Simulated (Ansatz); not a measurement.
Steps of a relaxation of GeH₆NOSb, SMILES `[NH2][GeH]([OH])[SbH2]` with RKS PBE-D4/def2-SVP.

```sh
$ ansatz run in.yaml --threads 4 --pin off --events-out ev --progress --plain --max-ram 10444MiB
```

```yaml
crystal:
  periodic: [false, false, false]
  atoms:
    - {symbol: N, position_ang: [-1.325000, 0.014700, -1.006600]}
    - {symbol: Ge, position_ang: [0.200200, -0.681300, -0.354900]}
    - {symbol: O, position_ang: [-0.214000, -2.119200, 0.617300]}
    - {symbol: Sb, position_ang: [1.490800, 1.090900, 1.119100]}
    - {symbol: H, position_ang: [-1.927700, 0.363900, -0.208800]}
    - {symbol: H, position_ang: [-1.103200, 0.938700, -1.541700]}
    - {symbol: H, position_ang: [1.148500, -1.083900, -1.530700]}
    - {symbol: H, position_ang: [0.733300, -2.407600, 0.971900]}
    - {symbol: H, position_ang: [-0.078700, 1.495200, 1.997000]}
    - {symbol: H, position_ang: [1.158800, 2.337300, -0.059700]}
basis:
  gaussian: {orbitals: def2-SVP}
hamiltonian: {xc: pbe, dispersion: d4}
relax: {f_tol: 0.03, max_steps: 200}
```

Positions (Å) and forces (eV/Å) along the path, 13 of 13 steps:

```xyz
10
step=1 energy=-66668.4675 eV
N    -1.325    0.015   -1.007   -1.491    2.501   -0.618
Ge    0.200   -0.681   -0.355    1.230    0.291   -0.164
O    -0.214   -2.119    0.617    2.448   -1.068    1.174
Sb    1.491    1.091    1.119   -0.588    0.579    0.895
H    -1.928    0.364   -0.209    0.542   -0.485   -0.759
H    -1.103    0.939   -1.542   -0.342   -1.833    0.857
H     1.149   -1.084   -1.531   -0.099   -0.028   -0.110
H     0.733   -2.408    0.972   -2.612    0.474   -0.748
H    -0.079    1.495    1.997    0.921   -0.269   -0.553
H     1.159    2.337   -0.060   -0.007   -0.161    0.025
10
step=2 energy=-66668.7280 eV
N    -1.366   -0.018   -1.038   -0.473    1.073   -0.181
Ge    0.230   -0.606   -0.359    0.777    0.033    0.296
O    -0.197   -2.055    0.622    1.006   -0.486    0.472
Sb    1.540    1.159    1.289    1.093   -0.426   -1.080
H    -1.969    0.325   -0.263    0.121   -0.229   -0.230
H    -1.190    0.847   -1.608   -0.136   -0.694    0.260
H     1.123   -1.051   -1.566   -0.013    0.130   -0.023
H     0.675   -2.397    0.982   -1.125    0.276   -0.322
H     0.069    1.463    1.942   -1.382    0.291    0.670
H     1.168    2.281    0.002    0.132    0.033    0.138
10
step=3 energy=-66668.8544 eV
N    -1.356   -0.027   -1.006   -0.200    0.541   -0.054
Ge    0.259   -0.610   -0.322    0.101    0.027   -0.206
O    -0.216   -2.093    0.596    0.332    0.054    0.119
Sb    1.546    1.176    1.225    0.384   -0.137   -0.161
H    -1.971    0.303   -0.243    0.085   -0.152   -0.114
H    -1.203    0.816   -1.596   -0.037   -0.382    0.128
H     1.153   -1.002   -1.548   -0.015    0.036    0.004
H     0.610   -2.468    0.967   -0.251   -0.060    0.023
H     0.032    1.487    1.938   -0.398    0.138    0.224
H     1.230    2.367   -0.007    0.000   -0.066    0.035
10
step=4 energy=-66668.8742 eV
N    -1.382   -0.036   -1.024    0.082    0.289   -0.042
Ge    0.268   -0.585   -0.373   -0.194   -0.068    0.142
O    -0.188   -2.017    0.644   -0.034    0.131   -0.260
Sb    1.562    1.106    1.246   -0.160    0.093    0.060
H    -1.975    0.322   -0.259    0.060   -0.102   -0.052
H    -1.266    0.759   -1.677   -0.023   -0.245    0.096
H     1.152   -0.972   -1.606   -0.055   -0.009    0.000
H     0.627   -2.398    1.013    0.090   -0.118    0.131
H     0.025    1.463    2.012    0.199   -0.038   -0.131
H     1.261    2.306    0.026    0.035    0.066    0.056
10
step=5 energy=-66668.8880 eV
N    -1.381   -0.043   -1.019    0.083    0.125    0.047
Ge    0.266   -0.586   -0.358   -0.153   -0.068    0.021
O    -0.195   -2.046    0.614    0.045    0.150   -0.141
Sb    1.571    1.128    1.247   -0.067   -0.010    0.014
H    -1.981    0.310   -0.260    0.004   -0.056   -0.015
H    -1.270    0.741   -1.679   -0.003   -0.098   -0.001
H     1.142   -0.966   -1.598   -0.015    0.011   -0.002
H     0.609   -2.422    1.015    0.029   -0.071    0.088
H     0.041    1.484    1.996    0.059    0.001   -0.027
H     1.281    2.349    0.046    0.018    0.016    0.015
10
step=6 energy=-66668.8997 eV
N    -1.398   -0.047   -0.999    0.029   -0.047    0.000
Ge    0.255   -0.582   -0.381    0.020   -0.041   -0.028
O    -0.144   -2.067    0.569   -0.144    0.056   -0.111
Sb    1.569    1.077    1.265    0.016    0.031    0.032
H    -1.984    0.366   -0.264   -0.027    0.015    0.026
H    -1.318    0.641   -1.757   -0.020    0.014   -0.040
H     1.099   -0.924   -1.655   -0.017    0.030    0.020
H     0.613   -2.336    1.116    0.128   -0.035    0.096
H     0.037    1.455    1.989    0.010    0.006    0.009
H     1.356    2.366    0.120    0.004   -0.028   -0.004
10
step=7 energy=-66668.8991 eV rejected
N    -1.391   -0.044   -0.998   -0.094   -0.078    0.133
Ge    0.259   -0.582   -0.381   -0.025    0.078   -0.124
O    -0.140   -2.080    0.548   -0.125    0.072   -0.121
Sb    1.574    1.066    1.281    0.020    0.004    0.026
H    -1.983    0.366   -0.266   -0.013   -0.017    0.006
H    -1.370    0.610   -1.786    0.105    0.031   -0.080
H     1.106   -0.898   -1.657   -0.002    0.006    0.014
H     0.601   -2.302    1.135    0.136   -0.081    0.144
H     0.045    1.462    1.999    0.000    0.008    0.006
H     1.381    2.351    0.129   -0.002   -0.023   -0.005
10
step=8 energy=-66668.9017 eV
N    -1.399   -0.050   -0.997   -0.021    0.025   -0.030
Ge    0.256   -0.579   -0.384    0.028   -0.009   -0.015
O    -0.139   -2.074    0.552    0.064   -0.028    0.061
Sb    1.573    1.070    1.275    0.018    0.005    0.003
H    -1.988    0.368   -0.266    0.001   -0.001   -0.013
H    -1.337    0.620   -1.774   -0.009   -0.032    0.029
H     1.097   -0.906   -1.662   -0.005    0.024    0.010
H     0.606   -2.315    1.137   -0.072    0.027   -0.056
H     0.044    1.457    1.996   -0.007    0.010    0.014
H     1.370    2.358    0.127    0.003   -0.021   -0.002
10
step=9 energy=-66668.9012 eV rejected
N    -1.408   -0.057   -0.977    0.030   -0.008    0.014
Ge    0.257   -0.572   -0.377   -0.080   -0.016   -0.031
O    -0.124   -2.091    0.526    0.032    0.005    0.009
Sb    1.571    1.057    1.293    0.005    0.026    0.029
H    -1.971    0.420   -0.264   -0.035    0.002    0.005
H    -1.367    0.543   -1.807    0.007    0.029   -0.021
H     1.095   -0.846   -1.665    0.018   -0.031   -0.020
H     0.595   -2.306    1.148    0.011   -0.009    0.000
H     0.040    1.469    1.997    0.009    0.012    0.010
H     1.395    2.333    0.129    0.003   -0.011    0.005
10
step=10 energy=-66668.9031 eV
N    -1.406   -0.057   -0.996    0.010   -0.016   -0.009
Ge    0.253   -0.573   -0.381    0.001   -0.007    0.015
O    -0.132   -2.082    0.536    0.001   -0.003    0.002
Sb    1.573    1.063    1.292   -0.013   -0.007    0.001
H    -2.006    0.349   -0.269   -0.007    0.006    0.010
H    -1.354    0.608   -1.776    0.001    0.004   -0.007
H     1.103   -0.871   -1.659   -0.003    0.008   -0.006
H     0.600   -2.311    1.139   -0.001    0.008   -0.006
H     0.044    1.489    1.993    0.008    0.007    0.003
H     1.408    2.334    0.123    0.003    0.000   -0.002
10
step=11 energy=-66668.9028 eV rejected
N    -1.412   -0.068   -0.996   -0.009   -0.003   -0.009
Ge    0.250   -0.575   -0.382   -0.053    0.024    0.013
O    -0.124   -2.098    0.517    0.029    0.002    0.013
Sb    1.563    1.053    1.304    0.018    0.017    0.026
H    -2.019    0.334   -0.272    0.007   -0.002   -0.004
H    -1.367    0.591   -1.781    0.003    0.001    0.005
H     1.101   -0.843   -1.665    0.011   -0.006    0.004
H     0.594   -2.307    1.144   -0.011    0.005   -0.018
H     0.050    1.537    2.006    0.010   -0.022   -0.032
H     1.446    2.324    0.128   -0.004   -0.014    0.001
10
step=12 energy=-66668.9034 eV
N    -1.411   -0.063   -0.997   -0.007    0.003    0.006
Ge    0.249   -0.571   -0.378    0.009   -0.009   -0.001
O    -0.126   -2.089    0.528    0.000   -0.002    0.001
Sb    1.572    1.055    1.302   -0.016    0.006   -0.002
H    -2.017    0.339   -0.273    0.000    0.000   -0.005
H    -1.361    0.601   -1.778    0.002   -0.002    0.005
H     1.101   -0.851   -1.658    0.002    0.000   -0.002
H     0.600   -2.307    1.141   -0.002    0.006   -0.006
H     0.046    1.511    1.992    0.005    0.000    0.003
H     1.430    2.323    0.125    0.007   -0.002    0.000
10
step=13 energy=-66668.9033 eV
N    -1.414   -0.067   -0.997   -0.008    0.000    0.006
Ge    0.247   -0.570   -0.378    0.003   -0.002   -0.001
O    -0.123   -2.092    0.524   -0.006    0.004   -0.006
Sb    1.565    1.055    1.307    0.015   -0.014    0.005
H    -2.023    0.333   -0.273    0.004   -0.002   -0.005
H    -1.365    0.598   -1.778    0.000    0.001    0.002
H     1.101   -0.841   -1.659    0.000   -0.002    0.002
H     0.602   -2.305    1.140    0.007    0.001    0.002
H     0.041    1.521    1.996    0.001    0.014   -0.018
H     1.453    2.318    0.121   -0.017   -0.001    0.013
```

Run time 14 s (4 threads of an Intel Xeon Platinum 8488C on a shared host); peak host memory 0.2 GiB.
